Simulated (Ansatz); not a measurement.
Reaction (cleavage of the Si–Si bond): `O[SiH](F)[SiH](Cl)Cl` + `O[SiH3]` → `[SiH3]O[SiH](Cl)Cl` + `O[SiH2]F`

Computed with Ansatz on PBE0-D4/def2-TZVP structures; ΔE is electronic, products minus reactants. CCSD(T)/CBS adds triple-zeta CCSD(T) − MP2 to the extrapolated MP2 energy (def2 sets, frozen cores). DFT in def2-TZVPP. B3LYP here is the variant with VWN-RPA as its local correlation; programs differ in this. HSE06 is defined as in plane-wave codes. Each species was taken in one conformer, which may not be the lowest.

```json
{"level": "r2SCANh-D4", "ΔE (kJ/mol)": "-138.8"}
{"level": "HSE06-D4", "ΔE (kJ/mol)": "-124.4"}
{"level": "PBE-QIDH", "ΔE (kJ/mol)": "-141.6"}
{"level": "PBE", "ΔE (kJ/mol)": "-113.7"}
{"level": "r2SCAN", "ΔE (kJ/mol)": "-136.8"}
{"level": "B3LYP", "ΔE (kJ/mol)": "-140.5"}
{"level": "RPA@PBE/def2-TZVPP", "ΔE (kJ/mol)": "-146.0"}
{"level": "SCS-MP2/def2-QZVPP", "ΔE (kJ/mol)": "-155.8"}
```

**Question.** What does CCSD(T)/CBS give? (Best estimate.)

**Answer.** The calculation gave: -144.5 kJ/mol. The listed levels differ from it by 5.7, 20.1, 2.9, 30.8, 7.7, 4.0, -1.5, -11.3 kJ/mol.

Largest T1 diagnostic among the species: 0.011.

Leaving LDA and LC-ωPBE aside and taking each functional with its dispersion term where it has one, the values, not all of them listed here, spread over 39.9 kJ/mol, from BHLYP-D4 to PBE-D4. LDA lies −5.3 kJ/mol from PBE without D4. From PBE to PBE0 (25 % exact exchange), in def2-TZVPP and without D4, ΔE moves by −11.8 kJ/mol. In def2-TZVPP, CCSD(T) changes the Hartree–Fock value by +23.9 kJ/mol (the triples alone add +3.8 kJ/mol) and MP2 by +17.3 kJ/mol.
